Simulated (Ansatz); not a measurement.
One geometry of AsH5OSi, SMILES `O[SiH2][AsH2]`, several functionals.

```yaml
crystal:
  periodic: [false, false, false]
  atoms:
    - {symbol: O, position_ang: [-1.759433, 0.264681, -0.261301]}
    - {symbol: Si, position_ang: [-0.128929, 0.515478, -0.206141]}
    - {symbol: As, position_ang: [0.695207, -1.089875, 1.304890]}
    - {symbol: H, position_ang: [-2.266532, 0.768632, -0.899276]}
    - {symbol: H, position_ang: [0.463479, 0.409439, -1.568968]}
    - {symbol: H, position_ang: [0.201294, 1.868170, 0.326013]}
    - {symbol: H, position_ang: [2.122025, -0.632146, 1.023153]}
    - {symbol: H, position_ang: [0.765089, -2.161480, 0.225832]}
basis:
  gaussian: {orbitals: def2-TZVPP}
hamiltonian: {xc: {name: wB97M-V}}
output: {forces: true, orbitals: {seedname: orbitals}}
```

```sh
$ ansatz run in.yaml --threads 2 --pin off --events-out ev --progress --plain --max-ram 4352MiB
```

Shortened log:

```
Functional definition: wB97M-V
1141 factors; their error is unknown
245 factors; integrals over basis functions are off by at most 9.4e-6 eV
mean field evaluation 1: about -70841.2990 eV, gradient 4.7e1 eV
mean field evaluation 2: about -70840.1454 eV, gradient 5.5e1 eV
mean field evaluation 4: about -70844.8148 eV, gradient 9.2e-1 eV
mean field evaluation 8: about -70844.9746 eV, gradient 4.1e-2 eV
mean field -70844.97459251 eV, -2603.5047958264 hartree, gradient 4.7e-5 eV, S^2 0.000000; 0 other end points of the search recorded, 0 dependent functions left out
reference -70844.97463859 eV, -2603.5047975196 hartree; 30, 30 occupied and 161, 161 virtual orbitals, 1141 factors
Total energy: -70844.97463859 eV, -2603.5047975196 hartree
Atom 0 at    -1.759433     0.264681    -0.261301 Å, force    -0.090261     0.018940    -0.042005 eV/Å
Atom 1 at    -0.128929     0.515478    -0.206141 Å, force     0.247621     0.083677    -0.015821 eV/Å
Atom 2 at     0.695207    -1.089875     1.304890 Å, force     0.066838     0.013828    -0.158717 eV/Å
Atom 3 at    -2.266532     0.768632    -0.899276 Å, force    -0.007696    -0.026753     0.027815 eV/Å
Atom 4 at     0.463479     0.409439    -1.568968 Å, force    -0.067832     0.009544     0.163780 eV/Å
Atom 5 at     0.201294     1.868170     0.326013 Å, force    -0.039701    -0.154037    -0.065989 eV/Å
Atom 6 at     2.122025    -0.632146     1.023153 Å, force    -0.100154    -0.026576     0.015427 eV/Å
Atom 7 at     0.765089    -2.161480     0.225832 Å, force    -0.008814     0.081378     0.075509 eV/Å
Dipole moment:    -0.047360     0.183511    -0.269809 e Å
```

It took 9 s on 2 threads of an AMD EPYC 7B13 on a shared host, with 0.59 GiB of host memory at the peak.

The same input with `hamiltonian: {xc: {name: revPBE}, dispersion: d4}` and no forces (abridged; 1.9 s):

```
Functional definition: revPBE
mean field evaluation 16: about -70842.6994 eV, gradient 2.2e-4 eV
mean field -70842.69938111 eV, -2603.4211833494 hartree, gradient 7.4e-5 eV, S^2 0.000000
Total energy: -70843.15061790 eV, -2603.4377659958 hartree
```

The same input with `hamiltonian: {xc: {name: wB97X-V}}` and no forces (abridged; 6.5 s):

```
Functional definition: wB97X-V
mean field -70842.36609337 eV, -2603.4089352511 hartree, gradient 3.5e-5 eV, S^2 0.000000
Total energy: -70842.36609148 eV, -2603.4089351814 hartree
```

Changing it to `hamiltonian: {xc: {name: r2SCANh}, dispersion: d4}` and no forces (abridged; 4.6 s):

```
Functional definition: r2SCANh
mean field evaluation 16: about -70847.6299 eV, gradient 3.3e-5 eV
mean field -70847.62985444 eV, -2603.6023749025 hartree, gradient 3.3e-5 eV, S^2 0.000000
Total energy: -70847.66906417 eV, -2603.6038158333 hartree
```

Changing it to `hamiltonian: {xc: hse06, dispersion: d4}` and no forces (abridged; 3.1 s):

```
Functional definition: HSE06
mean field evaluation 16: about -70836.7035 eV, gradient 4.4e-5 eV
mean field -70836.70354000 eV, -2603.2008402529 hartree, gradient 4.4e-5 eV, S^2 0.000000
Total energy: -70836.82944396 eV, -2603.2054671380 hartree
```

The same input with `hamiltonian: {xc: lda}` and no forces (abridged; 1.1 s):

```
Functional definition: SPW92
mean field evaluation 16: about -70713.1793 eV, gradient 1.4e-4 eV
mean field -70713.17932053 eV, -2598.6614089151 hartree, gradient 5.1e-5 eV, S^2 0.000000
Total energy: -70713.17935777 eV, -2598.6614102836 hartree
```

HSE06 is the plane-wave form, built on full-range PBE exchange.
